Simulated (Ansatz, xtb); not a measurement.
# Relative energy of two isomers of C3H4F4

We compare X, `FC[C@H](F)C(F)F`, a singlet, with Y, `C[C@H](F)C(F)(F)F`, a singlet. Both are isolated molecules in the gas phase, relaxed with PBE0-D4/def2-SVP; each stands in its lowest conformer found.

X (Å):

```csv
atom,x (Å),y (Å),z (Å)
C,-1.6154,0.8175,0.7754
C,-0.5776,-0.1749,0.3154
C,0.1673,-0.8054,1.4773
F,-2.0539,1.5602,-0.2836
F,-1.1614,-1.1827,-0.4068
F,0.9464,0.1297,2.0611
F,-0.7034,-1.2588,2.4029
H,-1.1684,1.4838,1.5320
H,-2.4644,0.2784,1.2250
H,0.1586,0.3397,-0.3262
H,0.7955,-1.6488,1.1425
```

Y (Å):

```xyz
11

C    -2.2138    1.1884    0.6046
C    -2.7113    1.6134   -0.7522
C    -2.7595    0.4636   -1.7488
F    -3.9803    2.1194   -0.6555
F    -3.2271    0.8675   -2.9257
F    -1.5284   -0.0231   -1.9370
F    -3.5333   -0.5309   -1.3181
H    -2.2131    2.0526    1.2821
H    -2.8717    0.4120    1.0199
H    -1.1919    0.7911    0.5360
H    -2.0606    2.3859   -1.1977
```

Task: Which of the two would you expect CCSD(T)/def2-SVP + ΔMP2/def2-TZVPP electronic energies to favour?

Result: Structure Y; the calculation gives E(Y) − E(X) = −16.3 kcal/mol.

The same difference at several levels:

```tsv
level	geometry	E(Y) − E(X) (kcal/mol)	departure from the last row (kcal/mol)	job, with rough time for the two
GFN2-xTB	GFN2-xTB	−8.1	+8.2	optimisation, 0.1 s
HF/STO-3G	GFN2-xTB	−17.8	−1.5	single point, 0.42 s
r2SCAN-D4/def2-SVP	GFN2-xTB	−21.6	−5.3	single point, 5.3 s
PBE0-D4/def2-SVP	PBE0-D4/def2-SVP	−19.8	−3.5	optimisation, 31 s
HF/def2-SVP	PBE0-D4/def2-SVP	−17.6	−1.3	part of the CCSD(T) run
MP2/def2-SVP	PBE0-D4/def2-SVP	−20.6	−4.3	part of the CCSD(T) run
CCSD(T)/def2-SVP	PBE0-D4/def2-SVP	−19.5	−3.2	single point
CCSD(T)/def2-SVP + ΔMP2/def2-TZVPP	PBE0-D4/def2-SVP	−16.3		single point, 87 s
```

As drawn, both hold the same kinds of bond in the same numbers. Structure X has 0 methyl groups, Y 1.

None of the levels shown reverses the order. The largest departure from CCSD(T)/def2-SVP + ΔMP2/def2-TZVPP is that of GFN2-xTB, 8.2 kcal/mol. The last row adds to CCSD(T) the change of the MP2 difference between the two basis sets, here +3.2 kcal/mol, a large step that makes the value less sure.

With thermal terms from frequencies at re-optimised GFN2-xTB minima (ideal gas, soft modes damped towards free rotors, one conformer each, 298.15 K, 1 atm): on the last row, ΔE + ΔZPE = −16.5, ΔH = −16.4, ΔG = −16.0 kcal/mol.

The correlated steps freeze 7 core orbitals. Programs: Ansatz 0.2.0, xtb 6.7.1; the last row on 2 threads of Arm Neoverse V2 on a shared host.
